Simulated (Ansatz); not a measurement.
A run for Ansatz (a program for electronic structure): R-B2PLYP/def2-TZVPP on F4OS (SMILES O=S(F)(F)(F)F).

Ansatz 0.2 input:
```yaml
crystal:
  periodic: [false, false, false]
  atoms:
    - {symbol: F, position_ang: [-0.40599571, 1.23128131, -0.94105723]}
    - {symbol: S, position_ang: [-0.04214227, -0.08587249, -0.08143549]}
    - {symbol: F, position_ang: [1.41853781, 0.46122245, -0.08349261]}
    - {symbol: F, position_ang: [0.47017444, -1.10047556, 1.06500794]}
    - {symbol: F, position_ang: [-0.92394518, 0.54667016, 1.03893075]}
    - {symbol: O, position_ang: [-0.51662908, -1.05272588, -0.99805336]}
basis:
  gaussian:
    orbitals: def2-TZVPP
hamiltonian:
  xc: {name: B2PLYP}
magnetization: {spin_polarized: false}
correlation: {electrons: outside_noble_gas}
scf: {lower_state_search: off}
```

**Question.** Predict the final total energy.

**Answer.** -872.5689 hartree.
